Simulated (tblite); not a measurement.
A tight-binding relaxation on `C=NC[SiH2]n1cccc1`.

Computed with GFN2-xTB geometry optimisation, gas phase (tblite 0.8.0). Start geometry: from a force field or distance geometry. A driver script takes a list of jobs; this job's settings line and coordinates (Å) are shown.

Command:
```bash
OMP_NUM_THREADS=1 python probes_run.py task.json out
```

Input:
```
{"job": {"kind": "relax", "xc": "GFN2-xTB", "basis": "xTB"}, "charge": 0, "multiplicity": 1}
C     -2.097100     1.761000     0.238900
N     -2.103000     0.602100     0.777700
C     -2.189400    -0.514200    -0.115700
Si    -0.677900    -0.773400    -1.149100
N      0.834100    -0.451000    -0.219600
C      1.472500    -1.348500     0.559200
C      2.596900    -0.740600     1.095500
C      2.604900     0.542300     0.611200
C      1.498400     0.723000    -0.225800
H     -2.190900     1.782900    -0.837100
H     -2.039200     2.682800     0.806400
H     -2.477300    -1.404000     0.485900
H     -3.079000    -0.242600    -0.771900
H     -0.656200     0.124100    -2.298500
H     -0.610000    -2.183600    -1.569100
H      1.179500    -2.369800     0.765200
H      3.340500    -1.168500     1.779400
H      3.318900     1.336000     0.793800
H      1.264200     1.651300    -0.734000
```

Output:
```
step      E/eV     max force
  0    -693.24464    2.757
  1    -693.52256    1.838
  2    -693.57380    1.022
  3    -693.60933    0.440
  4    -693.64079    0.353
  5    -693.66113    0.474
  6    -693.67916    0.376
  7    -693.69816    0.312
  8    -693.71076    0.261
  9    -693.71778    0.181
... (127 lines left out)
137    -693.81217    0.028
138    -693.81227    0.022
139    -693.81236    0.021
140    -693.81244    0.021
141    -693.81251    0.018
142    -693.81256    0.016
143    -693.81261    0.016
144    -693.81264    0.014
145    -693.81267    0.011
146    -693.81269    0.009
```

«max force» is the largest atomic force in eV/Å.

Problem. From which step on does the largest force stay under 0.1 eV/Å, and how much energy is left to gain from there?

Solution. From step 88 (0.084 eV/Å), 10.8 meV above the end.

Main results: energy lowered by 13.1 kcal/mol over 146 steps; largest atomic force 0.009 eV/Å at the end.

Problem. Where do the atoms end?

Solution. 0.507 Å rms from the input after alignment:
```
atom  x, y, z in Å
C1    -2.6409    1.9512   -0.0400
N2    -1.8781    1.0641    0.4062
C3    -2.0273   -0.2930    0.0130
Si4   -0.5414   -0.7310   -1.1214
N5     0.9553   -0.5410   -0.2470
C6     1.6431   -1.5238    0.4185
C7     2.7267   -0.9814    1.0355
C8     2.7153    0.4042    0.7442
C9     1.6255    0.6362   -0.0352
H10   -3.4828    1.7584   -0.7171
H11   -2.4738    2.9750    0.2591
H12   -1.9767   -0.9067    0.9151
H13   -2.9816   -0.4945   -0.4976
H14   -0.4979    0.1886   -2.2589
H15   -0.6215   -2.1368   -1.5199
H16    1.2996   -2.5393    0.3918
H17    3.4528   -1.5008    1.6299
H18    3.4341    1.1289    1.0738
H19    1.2597    1.5509   -0.4573
```

Time: 2.0 s. Hardware: one thread of an Arm Neoverse N1 (shared host).
Labels such as C1 count atoms from 1, the log's own numbers from 0.
